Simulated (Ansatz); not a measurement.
**Energy profile**

The step: AlHCl₂ ([Cl][AlH][Cl]) + HCl → AlCl₃ ([Cl][Al]([Cl])[Cl]) + H₂; bonds formed: H2–H5; dative contacts that become bonds: Al1–Cl6; bonds broken: Al1–H2, H5–Cl6 (atoms numbered as in the saddle structure below).

Al1  (-0.033, 0.461, -0.285)
H2  (1.233, -0.576, -0.390)
Cl3  (-1.359, 0.424, -1.889)
Cl4  (0.317, 2.205, 0.797)
H5  (0.516, -1.247, 0.504)
Cl6  (-0.674, -1.268, 1.264)
(Å)

Electronic energies by CCSD(T) at an estimated basis limit (MP2 extrapolated from triple and quadruple zeta, plus CCSD(T) − MP2 in triple zeta), on PBE0-D4/def2-TZVP structures; AlH2Cl3, closed shell; no counterpoise correction. Computed with Ansatz 0.2.0 (basis: def2-TZVPP and def2-QZVPP); correlated methods freeze the cores. Extrapolation: Hartree–Fock as exp(−7.88 √X), correlation as X^−2.97.

Give the profile in eV, counted from the separated reactants. (To be estimated.)

Computed:
```json
{"point": "separated: AlHCl2 (linked as [Cl][AlH][Cl]; Al1, H2, Cl3, Cl4; singlet) + HCl (H5, Cl6; singlet)", "eV": "0.000"}
{"point": "start structure", "eV": "-0.301"}
{"point": "saddle", "eV": "0.056"}
{"point": "end structure", "eV": "-1.500"}
{"point": "separated: AlCl3 (linked as [Cl][Al]([Cl])[Cl]; Al1, Cl3, Cl4, Cl6; singlet) + H2 (H2, H5; singlet)", "eV": "-1.396"}
```

No T1 diagnostic of these runs exceeds 0.009. The start structure is not quite a true minimum (one mode of 79i cm⁻¹).

For scale, one of the runs: CCSD(T)/def2-TZVPP, 196 basis functions (an equivalent command: `ansatz run in.yaml --threads 4`). The run took 59 s on 4 CPU threads (shared host), with 2 GiB of host memory at its peak.
